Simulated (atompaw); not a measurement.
## oxygen: one change to a PAW (atompaw) potential, before and after

```json
{
  "Element": "oxygen",
  "Generator": "atompaw 4.2.0.5",
  "Type": "PAW",
  "Functional": "PBE",
  "Relativity": "non-relativistic",
  "Frozen core": "[He]",
  "Valence charge": "6",
  "Reference configuration": "2s2 2p2 (charge +2)",
  "Partial waves": "2s (bound): rc 2.10 bohr; 2s channel at -0.5 Ry: rc 2.10 bohr; 2p (bound): rc 2.10 bohr; 2p channel at -2.5 Ry: rc 2.10 bohr; 3d channel at 0.3 Ry: rc 2.10 bohr; 3d channel at 1.45 Ry: rc 2.10 bohr",
  "Local potential": "vpsmatchnc scheme with l = 3 at -0.5 Ry, radius 1.45 bohr",
  "Core correction": "smooth core density matched at 1.65 bohr",
  "Augmentation charge": "besselshape compensation charge, radius 1.95 bohr; PAW radius 2.10 bohr; waves and projectors: custom polynom2 7 10 vanderbiltortho"
}
```

All-electron outer shells of the reference configuration (PBE, non-relativistic, ld1.x):

| shell | level (eV) | outermost node (bohr) | outermost maximum (bohr) |
| --- | --- | --- | --- |
| 2s | -58.29 | 0.28 | 0.84 |
| 2p | -43.25 | – | 0.75 |

Change: reference 2s1.75 2p4.25; removed wave 3d channel at 1.45 Ry: rc 2.10 bohr.

Cutoffs: the cutoffs (Ry, on a coarse ladder) from which the occupation-weighted sum of valence levels, in a spherical-Bessel basis at the reference potential, stays within 10 and 1 mRy of its value at 400 Ry; they do not see the model core or the augmentation charge, which bear on the density cutoff.

Problem. What does the change do?

Solution. The potential gets neither clearly harder nor softer (15 Ry and 21 Ry → 15 Ry and 21 Ry); the range in which the p phases agree narrows (upper end at the end of the scan → 2.4); the range in which the d phases agree narrows (upper end at the end of the scan → 1.6); neither file shows a bound ghost.

| quantity | base | changed |
| --- | --- | --- |
| cutoff, loose | 15 Ry | 15 Ry |
| cutoff, tight | 21 Ry | 21 Ry |
| bound ghosts | none | none |
| s: phases at 2.11 bohr within 0.05 rad from the reference energy up to (Ry; the scan ends near 5) | to the end of the scan | to the end of the scan |
| p: phases at 2.11 bohr within 0.05 rad from the reference energy up to (Ry; the scan ends near 5) | to the end of the scan | 2.4 |
| d: phases at 2.11 bohr within 0.05 rad from the reference energy up to (Ry; the scan ends near 5) | to the end of the scan | 1.6 |
| lowest overlap eigenvalue by channel | s 0.80, p 0.92, d 1.00 | s 0.89, p 0.97, d 1.00 |

 The cutoffs see the waves, projectors and local potential, not the compensation charge or the core.
